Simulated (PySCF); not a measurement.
A structure optimised at PBE-D3(BJ)/def2-TZVP, used in a PySCF frequency run:

```xyz
4

Zr     0.3195     0.2664     0.0000
O     -0.9145     1.5361     0.0000
O     -0.3414    -1.4341     0.7468
O     -0.3414    -1.4341    -0.7468
```
Charge 0, spin multiplicity 1.

Problem. Write its SMILES, formula and point group.

Solution. [O]=[Zr]1[O][O]1, O₃Zr, Cs

Problem. What are its rotational constants (standard atomic weights)?

Solution. 11.443, 3.9537, 3.7080 GHz
